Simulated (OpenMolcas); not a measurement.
Levels of Mn²⁺ by method

- Program: OpenMolcas
- Basis: ANO-RCC-VTZP [6s5p3d2f1g]
- Scalar Hamiltonian: DKH2, point nucleus
- Active space: 5 electrons in 6 orbitals (3d 4s)
- State averaging: 2S+1 = 6 even, 6 roots; 2S+1 = 4 even, 59 roots; 2S+1 = 2 even, 81 roots (67 in the spin-orbit step)
- Spin-orbit coupling: RASSI with atomic mean-field integrals over the reference wave functions, term energies averaged over their components

Methods on the same reference wave functions:
A. CASSCF
B. SS-CASPT2, IPEA 0.25 Eh, imaginary shift 0.1 Eh (closed shells correlated: 3s 3p)
C. MS-CASPT2, IPEA 0.25 Eh, imaginary shift 0.1 Eh (closed shells correlated: 3s 3p)

Energies in cm-1 above 3d5 6S 5/2, the measured ground level; measured values from Corliss and Sugar, J. Phys. Chem. Ref. Data 6, 1253 (1977).

```tsv
Level	A	B	C	Measured
3d5 6S 5/2	0.0	0.0	0.0	0.0
3d5 4G 5/2	27337	27890	27890	
3d5 4G 7/2	27355	27910	27910	26860
3d5 4G 11/2	27359	27920	27920	
3d5 4G 9/2	27366	27920	27920	
3d5 4P 5/2	32332	30540	30530	29168
3d5 4P 3/2	32381	30580	30580	
3d5 4P 1/2	32430	30640	30630	
3d5 4D 7/2	35487	33390	33380	32307
3d5 4D 1/2	35539	33440	33440	32369
3d5 4D 3/2	35573	33480	33480	
3d5 4D 5/2	35580	33490	33480	32384
3d5 2I 11/2	36687	39280	39280	39174
3d5 2I 13/2	36720	39320	39320	39176
3d5 2D 5/2(1) [73 %]	42473	41660	41650	41238
3d5 2D 3/2(1)	42891	42020	42000	41570
3d5 2F 7/2(1)	43816	43170	43120	42606
3d5 2F 5/2(1) [74 %]	44313	43610	43600	43105
3d5 2H 9/2	47084	47300	47300	
3d5 2H 11/2	47219	47500	47500	46671
3d5 2G 9/2(1)	48901	48520	48530	
3d5 2G 7/2(1)	48963	48330	48330	
3d5 4F 5/2	49891	45390	45390	43669
3d5 4F 7/2	49924	45340	45340
```

Deviations, from unrounded energies. A percentage is the sum of absolute deviations over the sum of measured energies, with the sign that they share, or ± where signs differ.

| Against measurement | Levels | A | B | C |
| --- | --- | --- | --- | --- |
| mean absolute deviation (cm-1) | 13 | 2300 | 800 | 790 |
| other terms of the ground configuration (%) | 13 | ±6.1 | +2.1 | +2.1 |

B, C lie about equally close to measurement and A furthest from it. The largest miss of C in the table is 3d5 4F 5/2, by +1700 cm-1. The ranking rests on the paired levels alone, and a cruder setting can come out closer through cancelling errors.

Between B and C the level of the table that moves most is 3d5 2F 7/2(1), by 53 cm-1 (lowest in C, highest in B). Moves below CASPT2's spread within the term are not significant.

The two smallest mean deviations differ by little beside CASPT2's spread within terms, so their order carries little weight.

From A to B the spin-free energies of the other terms of 3d5 shown, above 6S, scale by factors of 0.91 to 1.07.

The lowest spin-free term lies below A's lowest term by 0.450 hartree in B, 0.450 hartree in C.

Term energies are means over components that CASPT2 splits; among the terms shown or strongly mixed into the levels shown the widest spread is 780 cm-1 (3d5 2I, C). Some high roots are left out of the spin-orbit mixing, which shifts the levels that they would mix with. Without dynamic correlation excited terms often stand tens of per cent too high (terms of higher spin than the ground term too low), and those without a measured partner can miss by more than the paired ones (holds for A). Measured partners are found by configuration, term and J. A level has none where our copy of the source lacks it or the pairing is in doubt (some pairs that miss far off the trend of their configuration count as doubtful), and it then counts in no deviation. Only configurations of the active space appear. Levels that lie high or do not pair safely by name in every column are left out.

A share in square brackets marks a mixed level and gives the weight of the term that names it, the lowest over the columns. A number in round brackets counts repeated terms of one configuration in the order of the reference energies.
